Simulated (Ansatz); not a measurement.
Geometry optimisation, Ansatz 0.2.0, RKS PBE/def2-SVP.

The input (input.yaml):

```yaml
crystal:
  periodic: [false, false, false]
  atoms:
    - { symbol: In, position_ang: [0.0, 0.0, 0.0] }
    - { symbol: O, position_ang: [0.0, 0.0, 2.34] }
    - { symbol: H, position_ang: [-0.9095, -0.2814, 2.6771] }
    - { symbol: O, position_ang: [1.7233, 0.0, -0.995] }
    - { symbol: H, position_ang: [2.0232, -0.9519, -1.1499] }
    - { symbol: Cl, position_ang: [-2.113, 0.0, -1.22] }
    - { symbol: H, position_ang: [0.0928, 1.9622, 0.6527] }
    - { symbol: H, position_ang: [0.0703, 1.4875, 1.654] }
basis:
  gaussian: { orbitals: def2-SVP }
hamiltonian:
  xc: pbe
relax:
  f_tol: 0.15
  max_steps: 25
  restrain:
    - { distance: [0, 6], at: 2.97, k: 30.0 }
    - { distance: [7, 1], at: 2.21, k: 30.0 }
    - { distance: [0, 1], at: 1.99, k: 30.0 }
    - { distance: [7, 6], at: 0.66, k: 30.0 }
```

Command:

```bash
$ ansatz run input.yaml --threads 2 --pin off --max-ram 3072MiB --backend cpu --events-out ev --progress --plain --runs-dir out
```

Where does it end, and by what steps?

The forces met the threshold. The restraints hold the end off the free minimum; the threshold counts their pulls, which the force column leaves out. Restrained pairs: In1–H7 (2.07 → 2.97 Å), O2–H8 (1.64 → 2.22 Å), In1–O2 (2.34 → 2.00 Å), H7–H8 (1.11 → 0.73 Å). After 15 steps the energy has fallen by 1.229 eV (the restraints' own energy left out); H5 moved furthest, 0.67 Å.

| step | energy less start (eV) | largest force component (eV/Å) | accepted |
| --- | --- | --- | --- |
| 0 | 0.0000 | 2.020 | yes |
| 1 | -0.5811 | 1.683 | yes |
| 2 | -0.8560 | 1.577 | yes |
| 3 | -1.0411 | 1.617 | yes |
| 4 | -1.1098 | 1.599 | yes |
| 5 | -1.1342 | 1.078 | no |
| 6 | -1.1290 | 1.528 | yes |
| 7 | -1.1401 | 1.547 | yes |
| 8 | -1.1349 | 1.515 | no |
| 9 | -1.1472 | 1.548 | yes |
| 10 | -1.1575 | 1.559 | yes |
| 11 | -1.1782 | 1.588 | yes |
| 12 | -1.2134 | 1.612 | yes |
| 13 | -1.2261 | 1.609 | yes |
| 14 | -1.1855 | 1.611 | no |
| 15 | -1.2293 | 1.603 | yes |

```xyz
8
Properties=species:S:1:pos:R:3
In -0.144 -0.297 -0.027
O 0.017 -0.311 1.969
H -0.875 -0.340 2.369
O 1.467 -0.454 -1.219
H 2.255 -0.563 -0.652
Cl -2.263 -0.103 -1.043
H 0.219 2.439 1.073
H 0.211 1.844 1.488
```

Time of the run: 31 s on 2 threads of Arm Neoverse V1, on a shared host, peak memory 0.13 GiB.
